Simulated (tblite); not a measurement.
Compound: F₃GaH₃P.
SMILES with atom numbers: `[F:1][P+:2]([F:3])([F:4])[GaH3-:5]` (hydrogens: H6, H7, H8 on Ga5)

Computed with GFN2-xTB (tblite), gas phase: L-BFGS steps from a force-field or distance-geometry start until the largest atomic force falls under 0.01 eV/Å.

Step 85: E = -532.2906 eV
```
atom  x, y, z in Å  |  force x, y, z in eV/Å
F1     -1.7496    1.5954    0.0401   -0.053  -0.023  -0.025
P2     -0.9454    0.4678    0.8060    0.032   0.023   0.014
F3     -0.9175   -0.5008   -0.5294    0.052  -0.003  -0.015
F4     -2.2489   -0.2819    1.3221   -0.030   0.007   0.020
Ga5     1.3566   -0.3492   -0.4437    0.022   0.017   0.047
H6      1.3044   -1.0616    0.9602   -0.023   0.051  -0.046
H7      1.1130    1.2079   -0.5716    0.019  -0.031   0.070
H8      2.0963   -1.0681   -1.6083   -0.018  -0.042  -0.066
```

Step 86: E = -532.2923 eV
```
atom  x, y, z in Å  |  force x, y, z in eV/Å
F1     -1.7547    1.5925    0.0345   -0.079  -0.019  -0.041
P2     -0.9483    0.4693    0.8028    0.112   0.035   0.059
F3     -0.9167   -0.5032   -0.5276    0.047  -0.005  -0.043
F4     -2.2453   -0.2842    1.3253   -0.070  -0.001   0.018
Ga5     1.3585   -0.3480   -0.4447    0.017  -0.012   0.067
H6      1.3001   -1.0563    0.9629   -0.012   0.044  -0.065
H7      1.1271    1.2080   -0.5621    0.006  -0.001   0.056
H8      2.0883   -1.0685   -1.6156   -0.021  -0.042  -0.050
```

Step 87: E = -532.2952 eV
```
atom  x, y, z in Å  |  force x, y, z in eV/Å
F1     -1.7636    1.5838    0.0216   -0.096  -0.015  -0.055
P2     -0.9526    0.4712    0.7996    0.181   0.054   0.104
F3     -0.9081   -0.5082   -0.5234    0.026  -0.006  -0.068
F4     -2.2433   -0.2869    1.3280   -0.092  -0.012   0.003
Ga5     1.3636   -0.3446   -0.4447   -0.002  -0.034   0.080
H6      1.2959   -1.0459    0.9653    0.008   0.022  -0.067
H7      1.1535    1.2119   -0.5417   -0.008   0.029   0.033
H8      2.0636   -1.0718   -1.6293   -0.016  -0.038  -0.032
```

Q: Estimate the geometry and energy of step 88. (The exact step hangs on the optimiser's Hessian estimate; all steps are aligned on step 87, rigid shifts and turns removed.)

A: E = -532.2979 eV, largest force 0.192 eV/Å
```
atom  x, y, z in Å  |  force x, y, z in eV/Å
F1     -1.7733    1.5706    0.0051   -0.073  -0.017  -0.043
P2     -0.9557    0.4732    0.7991    0.151   0.066   0.098
F3     -0.8931   -0.5139   -0.5177   -0.001  -0.003  -0.064
F4     -2.2450   -0.2886    1.3276   -0.057  -0.015  -0.015
Ga5     1.3680   -0.3396   -0.4427   -0.010  -0.035   0.050
H6      1.2954   -1.0346    0.9658    0.024  -0.010  -0.034
H7      1.1840    1.2201   -0.5173   -0.020   0.034   0.013
H8      2.0287   -1.0776   -1.6446   -0.014  -0.020  -0.004
```

The energy changes by -0.0027 eV. The first-order estimate −F·Δx gives -0.0040 eV and the mean of the old and new forces, exact on a quadratic surface, -0.0027 eV. The step makes an angle of 78° with the force vector and moves no atom by more than 0.040 Å.
